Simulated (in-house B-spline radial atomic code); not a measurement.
A fraction x of an electron is moved 3p → 3d in the scandium ion Sc⁴⁺, starting from [Ne] 3s2 3p5 and keeping the highest spin. All numbers are computed (scalar-relativistic (X2C) RPBE, spin-polarised, spherical fractional occupations; Fermi nucleus of rms radius 3.5459 fm) with an all-electron radial atomic-structure program (B-spline basis), not measured.

```json
{"x": "0", "E(x) - E(0) (eV)": "0.0000", "3p down level (eV)": "-82.527", "3d up level (eV)": "-"}
{"x": "0.125", "E(x) - E(0) (eV)": "3.9749", "3p down level (eV)": "-82.422", "3d up level (eV)": "-50.792"}
{"x": "0.25", "E(x) - E(0) (eV)": "7.9071", "3p down level (eV)": "-82.307", "3d up level (eV)": "-51.020"}
{"x": "0.375", "E(x) - E(0) (eV)": "11.7963", "3p down level (eV)": "-82.181", "3d up level (eV)": "-51.242"}
{"x": "0.5", "E(x) - E(0) (eV)": "?", "3p down level (eV)": "?", "3d up level (eV)": "?"}
{"x": "0.625", "E(x) - E(0) (eV)": "?", "3p down level (eV)": "?", "3d up level (eV)": "?"}
{"x": "0.75", "E(x) - E(0) (eV)": "23.1984", "3p down level (eV)": "-81.741", "3d up level (eV)": "-51.878"}
{"x": "0.875", "E(x) - E(0) (eV)": "26.9081", "3p down level (eV)": "-81.572", "3d up level (eV)": "-52.080"}
{"x": "1", "E(x) - E(0) (eV)": "30.5710", "3p down level (eV)": "-81.390", "3d up level (eV)": "-52.278"}
```

Task: What belongs in the row x = 0.5?

Result: An energy change of 15.6417 eV; 3p down at -82.046 eV, 3d up at -51.459 eV.

Task: What belongs in the row x = 0.625?

Result: An energy change of 19.4426 eV; 3p down at -81.899 eV, 3d up at -51.671 eV.

Task: Check Janak's theorem between x = 0.125 and 0.25.

Result: The slope of the energy is 31.46 eV; the orbital levels give 31.46 eV (ε of the receiving orbital less ε of the emptying one, averaged over the two points).
